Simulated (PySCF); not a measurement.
Correlation energy of C (carbon, neutral)

[He] 2s2 2p2, high-spin 3P determinant. All numbers are calculated (PySCF 2.14, the non-relativistic Hamiltonian (point nucleus), in def2-TZVP). Frozen: 1s2; 4 electrons correlated.

MP2 pair energies summed by pair of shells (mhartree):

| pair | energy | share (%) |
| --- | --- | --- |
| 2s-2p | -40.41 | 61.1 |
| 2s-2s | -18.52 | 28.0 |
| 2p-2p | -7.19 | 10.9 |

Total MP2 correlation energy: -66.11 mhartree.

Same-spin part -12.42 and opposite-spin part -53.69 mhartree; SCS-MP2 scales them by 1/3 and 6/5 to -68.57 mhartree.

```tsv
level	correlation energy (mhartree)
CCSD	-86.52
(T)	-2.03
CCSD(T)	-88.55
```

Diagnostics: T1 = 0.0089, D1 = 0.0172, largest double amplitude 0.105.

Is a single reference adequate?

Mostly. T1 lies below 0.03, but a double amplitude of this size points to a near-degeneracy that CCSD handles and MP2 describes poorly.
